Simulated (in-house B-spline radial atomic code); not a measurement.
Results of a calculation; reference values are marked as such.
## Making a Troullier-Martins s channel for Sr, r_c = 0.91 bohr

Sr, [Kr] 5s2, non-relativistic PBE, spherical and spin-unpolarised, from an all-electron radial atomic-structure program (B-spline basis) (atomic units). The all-electron 4s level is ε = -1.455199 hartree, its outermost node lies just inside 0.61 bohr and its outer maximum at 1.21 bohr.

Inside r_c the pseudo-orbital is u(r) = r^1 exp(p(r)), with p = c0 + c2 r² + c4 r⁴ + … + c12 r¹². The seven coefficients follow from p and its first four derivatives at r_c, from zero curvature of the screened potential at the origin, c4 = −c2²/(2l + 5), and from the norm inside r_c. At r_c the all-electron orbital has P = 0.763673, P' = 1.567904, the screened potential V = -5.784394, V' = 13.22956, V'' = -51.31656, and the norm inside is Q = 0.1299346.

(1) What are p, p' and p'' at r_c?

For a trial c2 the five matching conditions are linear in c0, c6, c8, c10 and c12, and c2 is varied until the norm inside r_c equals Q. The root nearest zero gives:

```csv
n,c_n
0,0.8065644
2,-6.917826
4,-9.571263
6,92.33685
8,-167.6829
10,125.7592
12,-34.86886
```

(2) Check c4 and p(r_c), and find the screened pseudopotential at the origin.

Orbitals and screened potentials:

| r (bohr) | P | u | V all-electron | V pseudo |
| --- | --- | --- | --- | --- |
| 0.091 | 0.2621 | 0.1924 | -293.8 | -22.05 |
| 0.228 | -0.1022 | 0.3515 | -78.47 | -17.27 |
| 0.364 | -0.5034 | 0.3261 | -35.46 | -3.438 |
| 0.501 | -0.3187 | 0.2691 | -19.41 | 8.584 |
| 0.637 | 0.09498 | 0.3084 | -12.08 | 13.11 |
| 0.774 | 0.4878 | 0.5055 | -8.122 | 2.858 |
| 0.91 | 0.7637 | 0.7637 | -5.784 | -5.784 |

Logarithmic derivatives P'/P at R = 1.21 bohr, for energies E around ε:

```
E − ε (hartree)  all-electron      pseudo
           -0.5      0.395929    0.386758
          -0.25      0.214084    0.211442
           -0.1     0.0999301   0.0995314
              0     0.0215562   0.0216444
            0.1    -0.0587379  -0.0592081
           0.25     -0.182989   -0.186849
            0.5     -0.401122   -0.420677
```

(3) With P(R) = 0.9780488 and a norm of 0.3793706 inside R, what slope in energy does norm conservation fix?

Results:

(1) p = ln(P/r_c^1) = ln(0.763673/0.91) = -0.17530. p' = P'/P − 1/r_c = 2.05311 − 1.09890 = 0.95421. The radial equation gives p'' = 2(V − ε) − 2(1) p'/r_c − p'² = -8.65839 − (2.09716) − 0.91051 = -11.66606. Differentiating, p''' = 2V' + 2(1)p'/r_c² − 2(1)p''/r_c − 2p'p'' = 76.667, and p'''' = 2V'' − 4(1)p'/r_c³ + 4(1)p''/r_c² − 2(1)p'''/r_c − 2p''² − 2p'p''' = -751.05.

(2) −c2²/5 = -9.57126, as listed. The terms c_n r_c^n are 0.80656, -5.72865, -6.56349, 52.43526, -78.85330, 48.97267, -11.24435, which sum to -0.17530. Inverting the radial equation, V_l(r) = ε + 1 p'/r + (p'' + p'²)/2, so V_l(0) = ε + (2l + 3) c2 = -1.455199 + 3 × (-6.91783) = -22.2087 hartree, finite where the all-electron potential diverges.

(3) d(P'/P)/dE = −2 × (norm inside R)/P(R)² = -0.7932 per hartree·bohr at E = ε, for both atoms, since orbital and norm agree at R. Differences over ±0.1 hartree give -0.7933 (all-electron) and -0.7937 (pseudo), which also hold third-order terms. Half a hartree below ε the two curves differ by -0.0092.
